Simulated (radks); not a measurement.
Pb3+, 79 electrons, occupied as [Xe] 4f14 5d10 6s1. Calculated with a radial shooting solver on a logarithmic mesh with Libxc functionals: Dirac Kohn-Sham, PBE, spin-unpolarised, spherical densities, point nucleus.

Spin-orbit splittings of the eigenvalues, e(l+1/2) - e(l-1/2), with zeta = 2 splitting/(2l+1) and mean radii in bohr:

shell  occ.  splitting (eV)  zeta (eV)  <r> j=l-1/2  <r> j=l+1/2
2p        6            2190       1460      0.05487      0.06380
3p        6           488.6      325.8       0.1644       0.1807
3d       10           104.0      41.58       0.1570       0.1619
4p        6           119.6      79.74       0.3853       0.4198
4d       10           22.32      8.927       0.4245       0.4356
4f       14           5.032      1.438       0.4508       0.4571
5p        6           22.36      14.91       0.9125        1.003
5d       10           2.665      1.066        1.252        1.294
